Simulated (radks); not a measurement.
Radial electron density D(r) = 4 pi r^2 rho(r) of an atom or ion with 17 electrons. Calculated with a radial shooting solver on a logarithmic mesh with Libxc functionals: scalar-relativistic Kohn-Sham, SCAN, spin-unpolarised, spherical densities, finite nucleus; meta-GGA in the generalised Kohn-Sham scheme; Fermi nuclear charge, rms radius of each element as measured or else 0.836 A^(1/3) + 0.57 fm.

r (bohr),D(r) (e/bohr)
0.006943,1.598
0.007828,1.968
0.008826,2.414
0.01003,2.988
0.01131,3.630
0.01275,4.386
0.01438,5.267
0.01634,6.353
0.01843,7.513
0.02077,8.805
0.02342,10.22
0.02662,11.83
0.03002,13.39
0.03384,14.94
0.03816,16.41
0.04337,17.79
0.0489,18.81
0.05513,19.46
0.06216,19.67
0.07065,19.38
0.07966,18.63
0.08981,17.52
0.1013,16.21
0.1151,14.83
0.1298,13.83
0.1463,13.33
0.165,13.48
0.1875,14.38
0.2114,15.75
0.2383,17.32
0.2687,18.68
0.3054,19.42
0.3444,19.11
0.3883,17.74
0.4378,15.41
0.4976,12.29
0.561,9.273
0.6325,6.666
0.7132,4.815
0.8106,3.811
0.9139,3.653
1.03,3.958
1.162,4.370
1.32,4.607
1.489,4.482
1.679,4.020
1.893,3.324
2.151,2.484
2.425,1.741
2.735,1.124
3.083,0.6679
3.504,0.3480
3.951,0.1708
4.455,0.07558
5.023,0.02989
5.709,0.009694
6.436,0.002924

What is the nuclear charge?

Answer. Z = 17. The innermost maximum, from 1s, lies near gamma/Z bohr with gamma = sqrt(1 - (Z/c)^2) = 0.992, here 0.0584 bohr (found: 0.0617), and its height grows with Z. The density is that of neutral chlorine in [Ne] 3s2 3p5; the configuration itself is not fixed sharply by these data, and Z only to about a unit. D(r) has 3 maxima, at r = 0.0617, 0.313, 1.34 bohr, and minima at 0.151, 0.885 bohr, inside which lie 2.17, 10.33 electrons.
